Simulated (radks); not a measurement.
Valence configurations of the titanium ion Ti+ (all share [Ar]). Calculated with a radial shooting solver on a logarithmic mesh with Libxc functionals: non-relativistic Kohn-Sham, TPSS, spin-polarised, spherical densities, point nucleus; open shells are filled with parallel spins first; meta-GGA in the generalised Kohn-Sham scheme. Energies are relative to 3d2 4s1; eigenvalues in eV for spin up.

| valence | E (eV) | moment (Bohr magnetons) | e(3d) | e(4p) | e(4s) |
|---|---|---|---|---|---|
| 3d3 | -0.453 | 3 | -8.548 | - | - |
| 3d2.5 4s0.5 | -0.442 | 3 | -10.238 | - | -9.804 |
| 3d2 4s1 | 0.000 | 3 | -12.141 | - | -10.777 |
| 3d1.5 4s1 4p0.5 | 3.001 | 3 | -14.735 | -7.912 | -12.002 |
| 3d2 4p1 | 3.837 | 3 | -13.146 | -7.494 | - |
| 3d1 4s2 | 3.849 | 1 | -16.423 | - | -11.999 |
| 3d1 4s1 4p1 | 6.858 | 3 | -17.487 | -8.849 | -13.176 |
| 3d1 4p2 | 11.156 | 3 | -18.464 | -9.328 | - |
| 4s1.5 4p1.5 | 16.132 | 2 | - | -10.273 | -15.081 |
| 4s1 4p2 | 17.518 | 3 | - | -10.582 | -15.419 |

NIST lists [Ar] 3d2 4s1 as the ground configuration; this level of theory puts 3d3 lower, by 0.453 eV. The energies are those of spherical high-spin densities, not of single terms.
